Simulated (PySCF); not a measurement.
1,1-dichloro-2,2-difluoroethane (C2H2Cl2F2), SMILES FC(F)C(Cl)Cl. Atoms are numbered in the order given.

```xyz
8

F     -1.4804    -1.3376     0.8243
C     -1.1308    -0.0893     0.4676
F     -1.6291     0.1654    -0.7467
C      0.3908     0.0164     0.4689
Cl     1.0973    -1.0771    -0.7219
Cl     0.8565     1.7028     0.1944
H     -1.5563     0.6273     1.1930
H      0.7680    -0.2772     1.4568
```

Geometry optimised at PBE0-D3(BJ)/def2-SVP. The values are those of a single conformer.

The numbers are results of PBE/def2-TZVP in PySCF, not measurements.

Gas-phase values at a fixed geometry.

| Property | Value |
|---|---|
| total energy | -1196.98259 hartree |
| highest occupied level | -7.56 eV |
| lowest empty level | -1.43 eV |
| orbital gap | 6.14 eV |
| dipole moment | 1.89 D |
| quadrupole, principal values (traceless, Buckingham form, about the centre of nuclear charge) | -4.27, 0.18, 4.09 D·Å |
| mean static polarisability | 50.8 bohr³ (7.53 Å³) |
| polarisability, principal values | 40.9, 50.5, 61.0 bohr³ |
